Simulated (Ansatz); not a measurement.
Geometry optimisation, Ansatz 0.2.0, RKS B3LYP-D4/def2-SVP.

Input file:

```yaml
crystal:
  periodic: [false, false, false]
  atoms:
    - { symbol: "N", position_ang: [1.0146, 0.9516, -0.7404] }
    - { symbol: C, position_ang: [0.3601, 0.064, -0.0324] }
    - { symbol: C, position_ang: [0.1827, -1.0992, 0.4884] }
    - { symbol: C, position_ang: [-0.7626, -0.1263, 0.7189] }
    - { symbol: Br, position_ang: [-2.4426, -0.392, -0.2612] }
    - { symbol: H, position_ang: [0.95677, 1.93742, -0.27347] }
    - { symbol: H, position_ang: [1.94143, 0.74088, -1.01933] }
    - { symbol: H, position_ang: [0.6054, -2.0698, 0.6616] }
    - { symbol: H, position_ang: [-0.8857, 0.3361, 1.7433] }
basis:
  gaussian: { orbitals: def2-SVP }
hamiltonian:
  xc: b3lyp
  dispersion: d4
relax:
  f_tol: 0.015
  max_steps: 40
```

Command:

```bash
$ ansatz run input.yaml --threads 2 --pin off --max-ram 3072MiB --backend cpu --events-out ev --progress --plain --runs-dir out
```

**Question.** Where does it end, and by what steps?

**Answer.** The forces met the threshold. After 12 steps the energy has fallen by 0.843 eV; H6 moved furthest, 0.48 Å.

```
step  energy less start (eV)  largest force component (eV/Å)  accepted
   0                  0.0000                           4.463       yes
   1                 -0.6922                           1.697       yes
   2                 -0.7963                           0.362       yes
   3                 -0.7865                           0.563        no
   4                 -0.8120                           0.137       yes
   5                 -0.8245                           0.256       yes
   6                 -0.8351                           0.220       yes
   7                 -0.8394                           0.138       yes
   8                 -0.8333                           0.659        no
   9                 -0.8419                           0.056       yes
  10                 -0.8420                           0.163       yes
  11                 -0.8432                           0.032       yes
  12                 -0.8433                           0.013       yes
```

```xyz
9
Properties=species:S:1:pos:R:3
N 1.194 1.042 -0.492
C 0.494 0.077 0.122
C 0.295 -1.162 0.541
C -0.755 -0.186 0.815
Br -2.480 -0.137 -0.297
H 0.725 1.918 -0.691
H 1.964 0.791 -1.100
H 0.589 -2.205 0.593
H -1.055 0.205 1.795
```

Whether the end is a true minimum wasn't checked by a vibrational analysis.

The run took 43 s on 2 threads of Intel(R) Xeon(R) CPU @ 2.80GHz (Skylake/Cascade Lake) (shared host), peak memory 0.28 GiB.
